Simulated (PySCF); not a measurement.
Caution: the restricted solution is unstable towards spin-unrestricted or complex orbitals, so a lower solution exists and this singlet may not be the ground state.

B3LYP has the VWN-RPA correlation part, as in Gaussian. 

```xyz
8

Si     2.3398     0.0436    -0.1024
C      0.6261    -0.0196     0.0286
C     -0.6261     0.0196    -0.0285
Si    -2.3398    -0.0433     0.1019
H      3.0639    -1.1626    -0.5264
H      3.0766     1.0307     0.6988
H     -3.0639     1.1625     0.5267
H     -3.0767    -1.0308    -0.6986
```

Charge 0, multiplicity 1.

Question: Give the Mulliken and meta-Löwdin atomic charges from B3LYP-D3(BJ)/def2-TZVP run with PySCF.

Answer: 
```json
[
 {"atom": "Si1", "Mulliken (e)": "0.13", "meta-Löwdin (e)": "0.39"},
 {"atom": "C2", "Mulliken (e)": "-0.12", "meta-Löwdin (e)": "-0.27"},
 {"atom": "C3", "Mulliken (e)": "-0.12", "meta-Löwdin (e)": "-0.27"},
 {"atom": "Si4", "Mulliken (e)": "0.13", "meta-Löwdin (e)": "0.39"},
 {"atom": "H5", "Mulliken (e)": "-0.01", "meta-Löwdin (e)": "-0.06"},
 {"atom": "H6", "Mulliken (e)": "-0.01", "meta-Löwdin (e)": "-0.06"},
 {"atom": "H7", "Mulliken (e)": "-0.01", "meta-Löwdin (e)": "-0.06"},
 {"atom": "H8", "Mulliken (e)": "-0.01", "meta-Löwdin (e)": "-0.06"}
]
```
